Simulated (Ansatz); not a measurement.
Species: sum formula SiClF, charge -1, multiplicity 2. 
Structure (B3LYP-D3(BJ)/def2-TZVP (Ansatz, an electronic-structure program) minimum search):
```
Si
F 1 1.6849
Cl 1 2.2893 2 97.61
```
Charge -1, spin multiplicity 2.

Basis-set convergence of Hartree-Fock and CCSD(T) correlation energies (hartree) with Ansatz. Cores are frozen in the correlated levels unless marked. UHF or UKS for open shells. Spin-orbit coupling is left out. No relativistic terms. This anion needs diffuse functions, which these sets lack.

```json
[
 {"basis": "cc-pV(D+d)Z", "functions": "60", "E(HF)": "-847.97012", "E(corr, CCSD(T))": "-0.43165"},
 {"basis": "cc-pV(T+d)Z", "functions": "108", "E(HF)": "-848.03926", "E(corr, CCSD(T))": "-0.58679"},
 {"basis": "cc-pV(Q+d)Z", "functions": "183", "E(HF)": "…", "E(corr, CCSD(T))": "…"}
]
```

Q: Complete the blanks.

A: 
- cc-pV(Q+d)Z, E(HF): -848.05925
- cc-pV(Q+d)Z, E(corr, CCSD(T)): -0.64141
